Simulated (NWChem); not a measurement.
System: C₄H₄F₂; SMILES FC1=C[C@@H](F)C1

```xyz
10

F      0.0479    -2.2572    -0.2203
C      0.0641    -0.9427    -0.0184
C      1.0476    -0.0600     0.1802
C      0.0376     1.0383     0.4300
F      0.0710     2.1031    -0.4585
C     -1.1001    -0.0018     0.1359
H      2.1290    -0.0951     0.2071
H      0.0210     1.4556     1.4427
H     -1.6539     0.2305    -0.7786
H     -1.7993    -0.2099     0.9538
```
Atoms are numbered in this order, from 1.

All runs: NWChem. Pople sets run with spherical d functions. Geometry: optimised at B3LYP/6-31G* (spherical d). B3LYP is NWChem's, with the RPA form of VWN correlation. Level: B3LYP/6-31G* with SMD (1 M gas to 1 M solution), gas-phase geometry.

**Question.** Estimate the computed values for solvent water. Quantities: solvation free energy (kcal/mol); cavity-dispersion-structure term (kcal/mol); dipole in solution (D).

**Answer.** 
* **solvation free energy (kcal/mol)**: -0.1
* **cavity-dispersion-structure term (kcal/mol)**: 3.5
* **dipole in solution (D)**: 1.57
